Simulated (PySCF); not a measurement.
Species: [InCl4]- (charge -1).
Bonds: In1–Cl2, In1–Cl3, In1–Cl4, In1–Cl5.

Method: PBE0-D3(BJ)/def2-SVP geometry optimisation, gas phase, def2 core potentials past Kr (PySCF 2.14.0); density fitting, grid level 1; the optimiser is geomeTRIC in internal coordinates, started from a GFN2-xTB structure with every atom displaced at random (about 0.03 Å).

Step 0: E = -55241.1287 eV
```
atom  x, y, z in Å  |  force x, y, z in eV/Å
In1     0.0619   -0.0763    0.0111   -1.773   0.547   0.075
Cl2    -0.0064   -0.0300    2.3507    0.022  -0.048   0.744
Cl3     2.1586    0.0038   -0.8209    1.961  -0.066  -0.652
Cl4    -1.0203    1.9356   -0.7774   -0.030  -0.042   0.001
Cl5    -1.1190   -1.9437   -0.8255   -0.181  -0.390  -0.167
```

Task: Estimate the geometry and energy of step 1. (The exact step hangs on the optimiser's Hessian estimate; all steps are aligned on step 0, rigid shifts and turns removed.)

Result: E = -55241.2948 eV, largest force 0.324 eV/Å
```
atom  x, y, z in Å  |  force x, y, z in eV/Å
In1     0.0330   -0.0487    0.0031   -0.240   0.209  -0.058
Cl2    -0.0110   -0.0347    2.4012    0.050  -0.039  -0.050
Cl3     2.2631   -0.0157   -0.8474    0.025  -0.065   0.070
Cl4    -1.0656    1.9528   -0.7830    0.077  -0.142   0.034
Cl5    -1.1446   -1.9641   -0.8360    0.089   0.036   0.004
```

The energy changes by -0.1661 eV. The first-order estimate −F·Δx gives -0.3418 eV and the mean of the old and new forces, exact on a quadratic surface, -0.1726 eV. The step makes an angle of 34° with the force vector and moves no atom by more than 0.110 Å.

The cost below is that of the whole optimisation. Time: 32 s of wall time; peak memory 0.41 GiB. Hardware: Intel Xeon 6975P-C, one thread, no GPU (shared host).
